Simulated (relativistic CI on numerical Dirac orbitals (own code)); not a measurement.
# d8 in a ligand field

Computed with a parametric ligand-field model of a d^n configuration (Racah B and C, spin-orbit zeta, crystal field), exact diagonalisation.

Field parameters in Wybourne normalisation: Oh B⁴₀ = 21Dq, B⁴₄ = √(5/14) B⁴₀. The field is a parameter set, without covalency.

Ground term and bands for B = 320, C = 1640, ζ = 0 cm⁻¹, Oh, 10Dq = 35300 cm⁻¹?

Ground term 3A2 with 2.00 electrons in the two orbitals of the cubic e set. Spin-allowed: 3T2 35300 cm⁻¹ (283 nm), 3T1 39027 cm⁻¹ (256 nm), 3T1 71673 cm⁻¹ (140 nm). Lowest spin-forbidden: 1E 5823 cm⁻¹ (1717 nm), 1A1 11255 cm⁻¹ (889 nm), 1T2 41106 cm⁻¹ (243 nm). With an A2 ground term the first spin-allowed band lies at |10Dq| itself.

A d8 ion in Oh symmetry has the ground term 3A2 and bands at 1E 15385 cm⁻¹ (650 nm), 1A1 28764 cm⁻¹ (348 nm), 3T2 38800 cm⁻¹ (258 nm), 3T1 49731 cm⁻¹ (201 nm), 1T2 54035 cm⁻¹ (185 nm), 3T1 81819 cm⁻¹ (122 nm). Which parameters reproduce them?

B = 1010, C = 3730, ζ = 0 cm⁻¹, Oh, 10Dq = 38800 cm⁻¹.

A d8 ion in Oh symmetry has the ground term 3A2 and bands at 1E 5321 cm⁻¹ (1879 nm), 1A1 10236 cm⁻¹ (977 nm), 3T2 27700 cm⁻¹ (361 nm), 3T1 31171 cm⁻¹ (321 nm), 1T2 33001 cm⁻¹ (303 nm), 3T1 56429 cm⁻¹ (177 nm). Which parameters reproduce them?

B = 300, C = 1470, ζ = 0 cm⁻¹, Oh, 10Dq = 27700 cm⁻¹.

Ground term and bands for B = 410, C = 1950, ζ = 0 cm⁻¹, Oh, 10Dq = 25950 cm⁻¹?

Ground term 3A2 with 2.00 electrons in the two orbitals of the cubic e set. Spin-allowed: 3T2 25950 cm⁻¹ (385 nm), 3T1 30601 cm⁻¹ (327 nm), 3T1 53399 cm⁻¹ (187 nm). Lowest spin-forbidden: 1E 7141 cm⁻¹ (1400 nm), 1A1 13530 cm⁻¹ (739 nm), 1T2 33054 cm⁻¹ (303 nm). With an A2 ground term the first spin-allowed band lies at |10Dq| itself.

Ground term and bands for B = 810, C = 4020, ζ = 0 cm⁻¹, Oh, 10Dq = 9450 cm⁻¹?

Ground term 3A2 with 2.00 electrons in the two orbitals of the cubic e set. Spin-allowed: 3T2 9450 cm⁻¹ (1058 nm), 3T1 15271 cm⁻¹ (655 nm), 3T1 25229 cm⁻¹ (396 nm). Lowest spin-forbidden: 1E 14128 cm⁻¹ (708 nm), 1A1 22833 cm⁻¹ (438 nm), 1T2 23253 cm⁻¹ (430 nm). With an A2 ground term the first spin-allowed band lies at |10Dq| itself.
